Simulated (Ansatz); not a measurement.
`C[SiH](N)O[SiH3]` → `C[Si](N)(O)[SiH3]`  (isomerisation)

Calculated with Ansatz (gas phase, PBE0-D4/def2-TZVP geometries, no zero-point term in ΔE). CBS: MP2 limit from def2 TZ/QZ plus the TZ coupled-cluster correction, frozen cores. Functionals use def2-TZVPP. B3LYP here is the variant with VWN-RPA as its local correlation; programs differ in this. Each species was taken in one conformer, which may not be the lowest.

```json
{"level": "PBE-D4", "ΔE (eV)": "0.89"}
{"level": "PBE0-D4", "ΔE (eV)": "1.00"}
{"level": "B3LYP-D4", "ΔE (eV)": "1.17"}
{"level": "ωB97X-V", "ΔE (eV)": "1.16"}
{"level": "r2SCAN", "ΔE (eV)": "1.11"}
{"level": "SCS-MP2/def2-TZVPP", "ΔE (eV)": "1.31"}
{"level": "CCSD(T)/def2-TZVPP", "ΔE (eV)": "1.19"}
{"level": "CCSD/CBS(def2)", "ΔE (eV)": "1.23"}
```

Problem. What does CCSD(T)/CBS give? (Best estimate.)

Solution. Ansatz gave: +1.18 eV. The listed levels differ from it by -0.29, -0.18, -0.01, -0.02, -0.07, 0.13, 0.01, 0.05 eV.

Largest T1 diagnostic among the species: 0.012.

In def2-TZVPP, CCSD(T) changes the Hartree–Fock value by −0.31 eV (the triples alone add −0.04 eV) and MP2 by −0.23 eV. From PBE to PBE0 (25 % exact exchange), in def2-TZVPP and without D4, ΔE moves by +0.10 eV.
